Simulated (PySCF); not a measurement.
Species: diethoxychloroborane, C4H10BClO2.
Geometry (PBE0-D3(BJ)/def2-SVP, Å), atoms numbered from 1 in this order:
```xyz
18
C4H10BClO2 angstrom
C     -2.846    0.303   -0.271
C     -1.632   -0.230   -0.997
O     -0.459   -0.073   -0.223
B     -0.016   -0.950    0.701
Cl    -0.865   -2.483    1.011
O      1.087   -0.700    1.427
C      1.832    0.491    1.234
C      2.828    0.344    0.106
H     -2.707    1.360    0.001
H     -3.740    0.224   -0.909
H     -3.031   -0.273    0.648
H     -1.772   -1.294   -1.252
H     -1.464    0.322   -1.934
H      1.148    1.333    1.037
H      2.349    0.690    2.185
H      3.498   -0.509    0.289
H      2.309    0.183   -0.851
H      3.441    1.253    0.014
```

Level: PBE0/pcSseg-1 and B3LYP/def2-SVPD in PySCF, non-relativistic, on one gas-phase PBE0-D3(BJ)/def2-SVP geometry that isn't relaxed in the solvent. The solvent is an IEF-PCM continuum (cavity from Bondi-type radii × 1.2). Specific hydrogen bonds and non-electrostatic terms are outside this model.

Gas phase at PBE0/pcSseg-1: HOMO -8.51 eV, LUMO 1.18 eV, dipole 2.70 D.

**Question.** What does the continuum do to the energy, the frontier levels and the dipole at PBE0/pcSseg-1 in methanol and water?

**Answer.** 
```csv
solvent,ε,E(solvent) − E(gas) (kcal/mol),polarisation term (kcal/mol),distortion of the solute (kcal/mol),HOMO (eV),LUMO (eV),dipole (D)
methanol,32.61,-3.76,-4.25,0.49,-8.53,1.10,3.34
water,78.36,-3.88,-4.39,0.51,-8.53,1.10,3.36
```

The first energy column is the sum of the next two and covers electrostatics alone. From methanol to water the lowering changes by a factor 1.03, Onsager's factor (ε − 1)/(2ε + 1) by 1.03 and ε itself by 2.4.

**Question.** Which radius a makes the point-dipole formula ΔE = −[(ε − 1)/(2ε + 1)]·μ²/a³ give the value in water, with the gas-phase dipole?

**Answer.** μ = 1.061 au and |ΔE| = 0.00618 Eh give a = 2.37 Å; the farthest nucleus lies 3.88 Å from the centroid of the nuclei, so such a sphere wouldn't even hold the nuclei. The formula assumes a rigid point dipole at the centre of a sphere.

**Question.** Give the dipole vector in the frame of the coordinates (D, pointing from negative to positive charge), gas and water.

**Answer.** Gas (-0.16, 2.24, -1.50), solvent (-0.20, 2.77, -1.88). Its length changes by +25 % and its direction by less than 1°.

**Question.** Which Hirshfeld charges (PBE0/pcSseg-1) respond most in methanol (means over atoms taken as equivalent)?

**Answer.** 
| atoms | environment | gas (e) | solvent (e) | change |
| --- | --- | --- | --- | --- |
| Cl5 | chlorine bonded to B | -0.104 | -0.120 | -0.016 |
| O3/O6 | boron-bound oxygen | -0.174 | -0.181 | -0.007 |
| H12/H13/H14/H15 | methylene hydrogen | +0.040 | +0.044 | +0.004 |
| H9 (×6) | methyl hydrogen | +0.043 | +0.045 | +0.002 |
| B4 | three-coordinate boron | +0.246 | +0.245 | -0.001 |
| C2/C7 | sp3 carbon bound to oxygen | +0.014 | +0.015 | +0.001 |
| C1/C8 | methyl carbon | -0.120 | -0.120 | 0.000 |

**Question.** How do the nuclear quadrupole coupling constants eQVzz/h respond in methanol?

**Answer.** 
```json
{"nucleus": "17O at O3", "Q (barn)": "-0.0256", "gas (MHz)": "-9.33", "solvent (MHz)": "-9.11", "η gas": "0.09", "η solvent": "0.09"}
{"nucleus": "11B at B4", "Q (barn)": "0.04059", "gas (MHz)": "2.35", "solvent (MHz)": "2.34", "η gas": "0.70", "η solvent": "0.75"}
{"nucleus": "35Cl at Cl5", "Q (barn)": "-0.0817", "gas (MHz)": "-43.80", "solvent (MHz)": "-42.92", "η gas": "0.31", "η solvent": "0.30"}
{"nucleus": "17O at O6", "Q (barn)": "-0.0256", "gas (MHz)": "-9.39", "solvent (MHz)": "-9.19", "η gas": "0.06", "η solvent": "0.07"}
```

Gas phase at B3LYP/def2-SVPD: HOMO -8.30 eV, LUMO 0.13 eV, dipole 2.54 D.

**Question.** What does the continuum do to the energy, the frontier levels and the dipole at B3LYP/def2-SVPD in methanol?

**Answer.** 
| solvent | ε | E(solvent) − E(gas) (kcal/mol) | polarisation term (kcal/mol) | distortion of the solute (kcal/mol) | HOMO (eV) | LUMO (eV) | dipole (D) |
| --- | --- | --- | --- | --- | --- | --- | --- |
| methanol | 32.61 | -3.47 | -4.02 | 0.55 | -8.29 | 0.15 | 3.28 |

**Question.** How does the static polarisability (B3LYP/def2-SVPD, frozen core, with the continuum's full static response) change?

**Answer.** 
```json
{"medium": "gas", "isotropic (au)": "85.6", "principal values (au)": "73.2, 85.9, 97.8", "⟨r²⟩ of the electrons (bohr²)": "1470.9"}
{"medium": "methanol", "isotropic (au)": "111.4", "principal values (au)": "99.0, 113.7, 121.4", "⟨r²⟩ of the electrons (bohr²)": "1469.8"}
```

The isotropic value in methanol is 1.30 times the gas-phase one; no cavity-field correction is applied. ⟨r²⟩ is taken about the centre of nuclear charge.
